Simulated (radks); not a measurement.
Values are calculated unless marked as measured or tabulated.
The nuclear charge of neutral lanthanum is varied continuously with 57 electrons held in [Xe] 5d1 6s2. Code: a radial shooting solver on a logarithmic mesh with Libxc functionals. Model: scalar-relativistic Kohn-Sham, PBEsol, spin-polarised, spherical densities, point nucleus; open shells are filled with parallel spins first (spin-orbit coupling, left out, can overturn this in heavy ions). By the Hellmann-Feynman theorem dE/dZ = E(electron-nucleus)/Z, the electronic potential at the nucleus. The scalar-relativistic energy here is not variational (the density holds large components alone), so the two differ by a part that grows with Z.

Z     E (hartree)  E(electron-nucleus)/Z (hartree)  HOMO  e(HOMO) (eV)  <r> HOMO (bohr)
56.8   -8417.7593                         -358.752    5d        -1.963            3.162
57     -8490.0091                         -360.527    5d        -3.324            2.972
57.2   -8562.6179                         -362.301    6s        -4.630            4.279
57.4   -8635.5858                         -364.075    6s        -5.812            4.119
57.6   -8708.9128                         -365.849    6s        -7.062            3.977
57.8   -8782.5990                         -367.624    6s        -8.375            3.849
58     -8856.6447                         -369.399    6s        -9.748            3.734

The central difference of E at Z = 57 is -362.146 hartree, to compare with the third column; the second derivative is -8.98 hartree.
